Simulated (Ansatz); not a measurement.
The first iterations of a band of C2H8BN (12 atoms, charge 0, multiplicity 1).

These are results of RKS PBE0-D4/6-31G* (Ansatz 0.2.0), not measurements.

```yaml
movable_images: 5
climbing_image: yes
spring: 5.0 eV/Å²
optimiser: quadratic models (default)
start_path: through a guess of the saddle point
force_threshold: 0.05 eV/Å
iteration_limit: 60
end_points: relaxed
```

Image 0:

```xyz
12
Properties=species:S:1:pos:R:3
B 0.148 -0.083 0.085
N 1.240 -0.697 0.712
C -1.292 -0.731 0.214
H -1.313 -1.674 0.773
C 0.371 1.248 -0.744
H 1.162 -1.548 1.250
H 2.179 -0.331 0.671
H -1.727 -0.921 -0.776
H -1.982 -0.036 0.712
H 1.403 1.620 -0.728
H 0.090 1.099 -1.795
H -0.278 2.053 -0.374
```

Image 6:

```xyz
12
Properties=species:S:1:pos:R:3
B -0.271 0.014 -0.049
N 0.878 -0.950 0.581
C -1.581 -0.546 0.013
H 1.354 -0.518 1.375
C 0.353 1.368 -0.589
H 0.434 -1.809 0.903
H 1.599 -1.195 -0.099
H -1.822 -1.527 0.435
H -2.459 -0.025 -0.367
H 0.859 1.960 0.191
H 1.093 1.223 -1.392
H -0.437 2.003 -1.002
```

| iteration | highest image above the first end (eV) | largest band force component (eV/Å) |
| --- | --- | --- |
| 1 | 7.539 | 20.342 |
| 2 | 3.529 | 2.424 |
| 3 | 3.472 | 6.042 |
| 4 | 2.907 | 1.258 |
| 5 | 2.575 | 0.697 |
| 6 | 2.474 | 0.469 |

Question: Does the band converge within its limit, and where does its top end?

Answer: The forces met the threshold. It ended after 20 iterations with the highest image 3.421 eV above the first end. Beside the main top the profile has a ripple of under 15 meV (maxima at images 1, 4), which may be a very shallow well or noise. Neighbouring images differ by up to 3.2 eV, so the band resolves the path poorly. A vibrational analysis at the climbing image gives one clearly imaginary mode, 1659i cm⁻¹: a first-order saddle point. The orbitals stay closed-shell, which can raise the energy where a bond breaks towards radicals; this wasn't checked here.

Run time: 2.3 min on 2 threads of Arm Neoverse V2, with other jobs on the host, peak memory 0.14 GiB.
